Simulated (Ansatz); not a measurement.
Reaction (ligand exchange at a Ge–Br bond): `[SH][Ge][Br]` + H–F → `[F][Ge][SH]` + HBr

Isolated molecules relaxed with PBE0-D4/def2-TZVP in Ansatz; ΔE leaves out vibrations. CCSD(T)/CBS is the MP2 limit (def2-TZVPP, def2-QZVPP) plus CCSD(T) − MP2 in def2-TZVPP, frozen cores. This one scheme is used for every species. DFT in def2-TZVPP. B3LYP here is the variant with VWN-RPA as its local correlation; programs differ in this. HSE06 is defined as in plane-wave codes. For Br, Ge outer-core shells are correlated without core-valence functions, which leaves a few kJ/mol of doubt a bond. Scalar relativity is left out up to krypton. One conformer a species, not always the lowest.

| level | ΔE (kcal/mol) | difference from CCSD(T)/CBS |
| --- | --- | --- |
| PBE-D4 | 5.3 | -0.3 |
| BLYP-D4 | 3.6 | -2.0 |
| r2SCAN-D4 | 3.8 | -1.8 |
| PBE0-D4 | 6.3 | 0.7 |
| B3LYP-D4 | 4.4 | -1.2 |
| BHLYP-D4 | 5.1 | -0.5 |
| PBE | 4.3 | -1.3 |
| BLYP | 1.7 | -3.9 |
| r2SCAN | 3.7 | -1.9 |
| PBE0 | 5.5 | -0.1 |
| HSE06 | 5.7 | 0.1 |
| CCSD/def2-SVP | 1.7 | -3.9 |
| HF/def2-TZVPP | 2.9 | -2.7 |
| MP2/def2-TZVPP | 5.8 | 0.2 |
| CCSD/def2-TZVPP | 3.9 | -1.7 |
| MP2/CBS(def2) | 7.1 | 1.5 |
| CCSD(T)/CBS | 5.6 | 0 |

Largest T1 diagnostic among the species: 0.015.

From BLYP to BHLYP (50 % exact exchange), in def2-TZVPP and without D4, ΔE moves by +1.5 kcal/mol. In def2-TZVPP, CCSD(T) changes the Hartree–Fock value by +1.4 kcal/mol (the triples alone add +0.4 kcal/mol) and MP2 by +2.9 kcal/mol.
